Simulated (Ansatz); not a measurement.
Coupled-cluster diagnostics for the cluster PbCl2⁺, Ansatz.

Geometry of the doublet (PBE0-D4/def2-TZVP):

```xyz
3

Pb    0.1310   -0.1569   -0.7323
Cl    1.9837   -0.1918    0.7906
Cl   -2.1147    0.3487   -0.0583
```

In the def2 sets Pb takes a core potential; there is no spin–orbit coupling. Correlated methods freeze 14 core orbitals; core or outer-core shells of Pb are correlated, in sets that lack core-valence functions. Another isomer (doublet) lies 0.33 eV lower at PBE0-D4/def2-TZVP; other spin states weren't run for this one.

Task: Estimate the CCSD(T) correlation energy, the shares of MP2 and (T), T1 and the reference's ⟨S²⟩ for: charge 1, doublet, own geometry in def2-TZVPP; and the rough time on 4 threads of Arm Neoverse V2 on a shared host.

Result: 
```csv
state,basis,correlation (eV),MP2 share (%),(T) share (%),T1,⟨S²⟩ (pure),wall time
"charge 1, doublet, own geometry",def2-TZVPP,-21.023,95.4,3.7,0.020,0.81 (0.75),9.5 s
```
Customary marks for T1 are 0.02 (closed shells), 0.045 (open shells) and about 0.05 (3d metals). T1 exceeds 0.02 in 1 of 1 rows and 0.045 in 0; the higher it lies, the less the single-reference result can be trusted.
